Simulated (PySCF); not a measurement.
BrZn, charge +1, singlet, at a GFN2-xTB geometry (such geometries of metal compounds can be far from the true shape).

Here is a job for PySCF.
```python
from pyscf import gto, scf, dft

mol = gto.M(
    atom='''
Zn   -0.000000   -0.000000   -1.166834
Br    0.000000    0.000000    1.000144
''',
    basis='3-21g',
    charge=1,
    spin=0,
    verbose=3,
)

mf = dft.RKS(mol)
mf.xc = 'pbe'
mf.kernel()
```

Problem. What does this run give for the total energy, nuclear repulsion energy, Mulliken (on the basis functions themselves) charges in atom order?

Solution. 
```
Property                                                                         Value
------------------------------------------------------------------  ------------------
total energy                                                             -4331.3039 Eh
nuclear repulsion energy                                                   256.4106 Eh
Mulliken (on the basis functions themselves) charges in atom order  Zn1 0.88, Br2 0.12
```
